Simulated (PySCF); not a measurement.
First SCF of a structure search on triplet WCl2, at a hand-made linear geometry. PySCF input:

```python
from pyscf import gto, scf, dft
mol = gto.M(atom='''
W      0.000000     0.000000     0.000000
Cl     0.000000     0.000000     2.360000
Cl     0.000000     0.000000    -2.360000''',
    basis={'W': 'def2-TZVP', 'Cl': 'def2-TZVP'},
    ecp={'W': 'def2-TZVP'},
    charge=0, spin=2)
mf = dft.UKS(mol, xc='PBE')
mf.grids.atom_grid = (50, 194)
aux = {'W': 'def2-universal-JKFIT', 'Cl': 'def2-universal-JKFIT'}
mf = mf.density_fit(auxbasis=aux)
mf.conv_tol = 1e-08
mf.diis_space = 10
mf.max_cycle = 60
mf.init_guess = 'minao'
mf.verbose = 4
mf.kernel()
```

Excerpt of the output (cycles alone):

```
init E= -968.612153497742
cycle= 1 E= -987.081552901695  delta_E= -18.5  |g|= 0.412  |ddm|=  4.9
cycle= 2 E= -982.041581914955  delta_E= 5.04  |g|= 2.89  |ddm|= 1.97
cycle= 3 E= -987.167140254659  delta_E= -5.13  |g|= 0.157  |ddm|= 1.84
cycle= 4 E= -987.17388952432  delta_E= -0.00675  |g|= 0.115  |ddm|= 0.263
cycle= 5 E= -987.181688291918  delta_E= -0.0078  |g|= 0.0177  |ddm|= 0.0843
cycle= 6 E= -987.181900109134  delta_E= -0.000212  |g|= 0.00206  |ddm|= 0.0239
cycle= 7 E= -987.181903037444  delta_E= -2.93e-06  |g|= 0.00115  |ddm|= 0.00442
cycle= 8 E= -987.18190372317  delta_E= -6.86e-07  |g|= 0.000254  |ddm|= 0.00146
cycle= 9 E= -987.181903783071  delta_E= -5.99e-08  |g|= 0.00011  |ddm|= 0.000586
cycle= 10 E= -987.181903792121  delta_E= -9.05e-09  |g|= 7.65e-06  |ddm|= 0.000138
Extra cycle  E= -987.181903791816  delta_E= 3.06e-10  |g|= 2.34e-05  |ddm|= 3.34e-05
converged SCF energy = -987.181903791816  <S^2> = 2.0239263  2S+1 = 3.0159087
```

No lower solution of this spin was found from smeared starts or by a stability analysis within the unrestricted form.

Open d and f shells are described by one determinant, and the ground state may have another occupation or spin. No spin–orbit coupling is included, which matters more the heavier the element.

The search for the lowest solution, 3 starts and the stability check together, took 11 s on 4 threads of a shared Arm Neoverse V1 host, with 114 basis functions; the process peaked at 0.41 GiB.
